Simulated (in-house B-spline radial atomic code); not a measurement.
The numbers below are computed, except where a source is named.
## Zn ion on Al atom: potential, deflection and energy transfer

The pair potential comes from two frozen, spherical free-atom densities (PBE, B-spline radial code, scalar-relativistic past argon): electrostatics plus the change in Thomas-Fermi kinetic and Dirac exchange energy where they overlap, the recipe behind the universal ZBL potential, which averages such potentials (from solid-state densities) over many pairs. It is written V = (Z1 Z2 e²/r) φ(r/a), with e² = 14.3996 eV·Å and a = 0.46850 Å/(Z1^0.23 + Z2^0.23); ZBL's fit is φ = 0.18175 e^(−3.1998x) + 0.50986 e^(−0.94229x) + 0.28022 e^(−0.4029x) + 0.02817 e^(−0.20162x). Where φ falls below 4e-4 it is continued as an exponential.

Masses 65.38 and 26.98 u.

```tsv
x = r/a	φ, this pair	φ, ZBL
0.1	0.8947	0.8928
0.25	0.7757	0.7647
0.5	0.6291	0.6096
1	0.438	0.4164
1.5	0.3184	0.2995
2	0.2377	0.2218
3	0.1378	0.1292
4	0.08452	0.08026
5	0.05411	0.05224
6.5	0.02836	0.02914
8	0.01561	0.01705
10	0.008035	0.008778
12	0.004604	0.00474
14.5	0.00238	0.002328
17	0.001208	0.001212
20	0.0005107	0.0005882
```

Q: At x = 4 the electrostatic, kinetic and exchange parts are 6.34, 1092.0 and -87.71 eV. Find r, V and φ.

A: a = 0.46850/(2.1864 + 1.8039) = 0.11741 Å, so r = 0.46964 Å. V = 6.34 + 1092.0 + (-87.71) = 1010.63 eV. The bare repulsion is 30 × 13 × 14.3996/0.46964 = 11958 eV, so φ = 0.0845, +5.3 % against ZBL's 0.0803. The kinetic (Pauli) term is 108 % of V here, as the other two terms together attract.

Q: The ion comes in at 16.37 keV with impact parameter 0.5870 Å. The scattering integral gives a centre-of-mass angle of 11.39° and a closest approach of 5.249 a. What are the reduced energy, the energy passed on and the laboratory angles?

A: ε = E a M2/(Z1 Z2 e² (M1 + M2)) = 16370 × 6.1072e-06 = 0.1. The most that one collision can pass on is γE with γ = 4 M1 M2/(M1 + M2)² = 0.8271. Here T = γE sin²(θ/2) = 0.8271 × 16370 × 0.009855 = 133.5 eV. The ion turns by arctan(sin θ/(cos θ + M1/M2)) = 3.3°, and the struck atom leaves at (180° − θ)/2 = 84.3°. The closest approach is 0.616 Å. With ZBL the angle would be 10.78° and T = 119.6 eV.
